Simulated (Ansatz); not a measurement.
Molecule (SMILES): F[C]F (closed-shell singlet).
Atoms: F1, C2, F3. Bonds: F1-C2, C2-F3.

Basis-set convergence of the lowest harmonic wavenumber at HF with Ansatz (a program for electronic structure). Each level at its own minimum, finite differences of forces, unscaled; the reference is a large set that could be run, not a limit. All functions are spherical. The program fits the integrals of some runs and decomposes those of others, by size. A restricted Hartree-Fock determinant is unstable towards unrestricted orbitals. No added dispersion term, no relativity. Reference: the value in aug-pcseg-2, 743 cm⁻¹. Deviations are taken from unrounded values.

| basis | functions | lowest harmonic wavenumber (cm⁻¹) |
|---|---|---|
| cc-pVDZ | 42 | 732 |
| aug-cc-pVDZ | 69 | 723 |
| def2-SVP | 42 | 752 |
| def2-SVPD | 66 | 745 |
| pcseg-1 | 42 | 738 |
| aug-pcseg-1 | 69 | 731 |
| 6-311G** | 54 | 742 |
| 6-311+G** | 66 | 741 |
| cc-pVTZ | 90 | 743 |
| aug-cc-pVTZ | 138 | 742 |
| pcseg-2 | 90 | 744 |
| aug-pcseg-2 | 138 | 743 |
| def2-TZVPP | 93 | 743 |
| def2-TZVPPD | 117 | 742 |

What the diffuse functions change, pair by pair:
- cc-pVDZ to aug-cc-pVDZ: 27 more functions, deviation -11 to -20 cm⁻¹
- def2-SVP to def2-SVPD: 24 more functions, deviation 9 to 2 cm⁻¹
- pcseg-1 to aug-pcseg-1: 27 more functions, deviation -5 to -11 cm⁻¹
- 6-311G** to 6-311+G**: 12 more functions, deviation -1 to -2 cm⁻¹
- cc-pVTZ to aug-cc-pVTZ: 48 more functions, deviation 0 to -1 cm⁻¹
- pcseg-2 to aug-pcseg-2: 48 more functions, deviation 1 to 0 cm⁻¹
- def2-TZVPP to def2-TZVPPD: 24 more functions, deviation 0 to -1 cm⁻¹

Leaving out the reference's own pair, they bring the value nearer the reference by more than 1 cm⁻¹ in 1 of 6 pairs.
